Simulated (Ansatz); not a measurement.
C3H5O (SMILES [CH2-]C(C)=O), charge -1, singlet, at a GFN2-xTB geometry (a gas-phase anion, which may not be bound at this level); CCSD/pcseg-1 run with Ansatz (an electronic-structure program).

Input for Ansatz:
Ansatz 0.2 input:
```yaml
crystal:
  periodic: [false, false, false]
  atoms:
    - {symbol: O, position_ang: [-0.67653394, 0.12080852, 1.21849510]}
    - {symbol: C, position_ang: [-0.06126888, 0.12894007, 0.10847307]}
    - {symbol: C, position_ang: [0.32612189, 1.21183915, -0.61146032]}
    - {symbol: C, position_ang: [0.29018244, -1.25671085, -0.49963221]}
    - {symbol: H, position_ang: [0.90307626, -1.82217287, 0.20553908]}
    - {symbol: H, position_ang: [0.12514782, 2.21732524, -0.26908379]}
    - {symbol: H, position_ang: [0.85011731, 1.12295012, -1.55489426]}
    - {symbol: H, position_ang: [0.83013761, -1.16372880, -1.44247163]}
    - {symbol: H, position_ang: [-0.62642017, -1.82525203, -0.67133345]}
basis:
  gaussian:
    orbitals: pcseg-1.json
    fitting: {mean_field: cc-pVTZ-JKFIT, correlation: cc-pVTZ-RIFIT}
total_charge: -1
magnetization: {spin_polarized: false}
correlation: {method: ccsd}
```
The basis file holds pcseg-1 in the JSON format of the Basis Set Exchange.

It wrote (shortened):

```
Functional definition: HF
466 factors; integrals over basis functions are off by at most 1.3e-1 eV
474 factors; integrals over basis functions are off by at most 2.7e-2 eV
mean field evaluation 1: about -5202.7519 eV, gradient 3.1e1 eV
mean field evaluation 2: about -5204.7799 eV, gradient 1.6e1 eV
mean field evaluation 4: about -5205.2797 eV, gradient 1.2e0 eV
mean field evaluation 8: about -5202.7525 eV, gradient 3.1e1 eV
mean field -5205.28380262 eV, -191.2906514784 hartree, gradient 1.1e-6 eV, S^2 0.000000; 0 other end points of the search recorded, 0 dependent functions left out
4 core orbitals not correlated
reference -5205.28380262 eV, -191.2906514784 hartree; 12, 12 occupied and 65, 65 virtual orbitals, 474 factors
second order -16.49630182 eV of doubles, -0.00000000 eV of singles
cycle   1  -16.74649574 eV  change   -2.5e-1 eV  update   1.1e-1
cycle   2  -17.18092396 eV  change   -4.3e-1 eV  update   3.4e-2
cycle   3  -17.31702836 eV  change   -1.4e-1 eV  update   1.9e-2
cycle   4  -17.31755030 eV  change   -5.2e-4 eV  update   5.4e-3
cycle   5  -17.31325009 eV  change    4.3e-3 eV  update   2.3e-3
cycle   6  -17.31315675 eV  change    9.3e-5 eV  update   7.0e-4
cycle   7  -17.31294134 eV  change    2.2e-4 eV  update   2.7e-4
cycle   8  -17.31278188 eV  change    1.6e-4 eV  update   8.8e-5
cycle   9  -17.31278756 eV  change   -5.7e-6 eV  update   3.4e-5
cycle  10  -17.31280328 eV  change   -1.6e-5 eV  update   1.6e-5
Total energy: -5222.59660591 eV, -191.9268852640 hartree
```
